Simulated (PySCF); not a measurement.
**Electron correlation in Xe (xenon, neutral)**

[Kr] 4d10 5s2 5p5 6s1, high-spin 3P determinant (an excited configuration). Computed with PySCF 2.14 in aug-cc-pVQZ-DK3, with scalar relativity by spin-free X2C-1e. Frozen: [Kr] 4d10; 8 electrons correlated.

| level | correlation energy (mhartree) |
| --- | --- |
| CCSD | -165.66 |
| (T) | -6.45 |
| CCSD(T) | -172.11 |

Diagnostics: T1 = 0.014, D1 = 0.0497, largest double amplitude 0.041.

The outer electron is Rydberg-like, and this basis confines it to a smaller radius and binds it less than a complete one would.

Cost of the coupled-cluster step: of the order of 25 core-seconds, for 8 correlated electrons.
